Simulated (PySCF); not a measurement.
## How the method changes the constants of BI⁺

State: ²Σ⁺ (doublet), unpaired electrons σ ↑. Set-up: basis B def2-SVPD, I def2-SVPD with ECP28; scalar-relativistic core potentials; PySCF 2.14. De refers to B⁺ + I in their high-spin ground configurations, without counterpoise correction. The functionals are run spin-unrestricted. A positive dipole points towards I; it is taken about the centre of mass and depends on that origin.

```
      Level  Re (Å)  ωe (cm⁻¹)  De (eV)  μ (D)
        UHF   1.968        808     2.15  -3.67
    UHF-MP2   1.956        862     3.01    n/a
UHF-SCS-MP2   1.962        839     2.72    n/a
   UHF-CCSD   1.968        802     2.39    n/a
UHF-CCSD(T)   1.973        800     2.61    n/a
        PBE   1.976        787     3.75  -2.62
     r²SCAN   1.967        811     3.74  -2.85
      TPSSh   1.970        796     3.49  -2.77
       PBE0   1.961        815     3.43  -2.84
       MN15   1.960        812     2.99  -2.92
    LC-ωPBE   1.942        846     3.12  -2.94
     B2PLYP   1.969        807     3.12  -3.20
```

The bond length runs from 1.942 Å (LC-ωPBE) to 1.976 Å (PBE). De spans 2.15 eV (UHF, mean field) to 3.75 eV (PBE, GGA). Correlation at CCSD(T) changes the Hartree–Fock bond energy by +0.46 eV; the triples alone change it by +0.22 eV.

Correlated steps freeze 5 core orbitals. Correlated levels converge slowly with the basis: in double zeta they bind strong bonds too weakly, by up to about 1 eV, and carry superposition errors of some tenths. These are scalar-relativistic numbers at best; spin–orbit coupling would shift them, the dissociation energy most. For an ion De counts to the pair picked by the measured ionisation energies or electron affinities, which need not be the lowest pair at this level. B2PLYP dipoles, levels and charges come from its SCF part alone. The state is the lowest determinant that a PBE0 search found; another state may lie lower at other levels.

The whole job (state search and all levels along the bond) took about 3.9 min on 1 thread of Arm Neoverse V1 (shared host), peak memory 0.75 GiB.
